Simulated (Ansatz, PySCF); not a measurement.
C₃H₉FSi₂, SMILES F[C@]1([SiH3])C[C@H]1[SiH3]. Atoms are numbered in the order given.

```xyz
15

F      0.8897    -1.8996     0.4964
C      0.5077    -0.5671     0.3882
Si     1.7595     0.3699    -0.6689
C     -0.1622    -0.0290     1.6131
C     -0.9929    -0.3717     0.3887
Si    -1.9240     0.9166    -0.6065
H      1.3477     1.8027    -0.7497
H      1.8047    -0.2207    -2.0375
H      3.1052     0.2663    -0.0351
H     -0.0188     1.0248     1.8782
H     -0.2054    -0.7178     2.4624
H     -1.5050    -1.3408     0.4643
H     -1.3544     2.2712    -0.3383
H     -3.3615     0.9103    -0.2002
H     -1.8381     0.6376    -2.0727
```
Charge 0, spin multiplicity 1.

The structure is a stationary point at r2SCAN-D4/def2-SVP. The structure was generated by enumeration; whether it is a known compound was not checked.

Two levels are set side by side: PBE-D3(BJ)/def2-SVP (Ansatz, an electronic-structure program) and r2SCAN-D4/def2-SVP (Ansatz). Each level has its own optimised geometry; the coordinates shown are those of the second. Frequencies come from the Hessian of PySCF at each geometry. Differences are taken from unrounded values.

```tsv
quantity	r2SCAN-D4	PBE-D3(BJ)	PBE-D3(BJ) minus r2SCAN-D4
mean bond length (Å)	1.462	1.470	0.008
bond F1–C2 (Å)	1.390	1.394	0.004
bond C2–Si3 (Å)	1.887	1.897	0.010
bond C2–C4 (Å)	1.496	1.504	0.008
bond C2–C5 (Å)	1.513	1.520	0.007
bond C4–C5 (Å)	1.519	1.524	0.005
bond C5–Si6 (Å)	1.875	1.884	0.009
bond Si3–H7 (Å)	1.493	1.504	0.011
bond Si3–H8 (Å)	1.491	1.502	0.011
bond Si3–H9 (Å)	1.491	1.502	0.011
bond C4–H10 (Å)	1.096	1.103	0.007
bond C4–H11 (Å)	1.094	1.101	0.007
bond C5–H12 (Å)	1.099	1.105	0.006
bond Si6–H13 (Å)	1.494	1.505	0.011
bond Si6–H14 (Å)	1.494	1.505	0.011
bond Si6–H15 (Å)	1.495	1.506	0.011
highest harmonic wavenumber (cm⁻¹)	3222	3152	-69
mean harmonic wavenumber (cm⁻¹)	1153	1121	-31
zero-point energy (kcal/mol)	64.26	62.52	-1.75
```
